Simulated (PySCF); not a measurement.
Computed Raman spectrum (relative Raman activity) of a molecule C2H5ClO2Si. Coordinates come from a B3LYP-D3(BJ)/def2-SVP optimisation. One conformer was computed; it need not be the lowest. Level of theory: B3LYP-D3(BJ)/def2-SVP run with PySCF. Frequencies are harmonic and unscaled.

Lines under 2 % of the strongest are left out, and lines within 2 cm⁻¹ are merged.

```csv
ν (cm⁻¹),relative intensity
185,2.7
334,3.0
463,2.7
547,7.0
721,2.6
761,2.8
852,6.9
881,6.7
900,3.8
1383,15
1671,13
2288,100
3135,84
3236,58
3844,36
3867,59
```

Question: Identify the compound among the candidates.
A) C[Si@H](Cl)C(=O)O
B) O=CC[Si@@H](O)Cl
C) C=C(Cl)[SiH](O)O
D) O[C@@H]1CO[Si@H]1Cl

Answer: C, C=C(Cl)[SiH](O)O
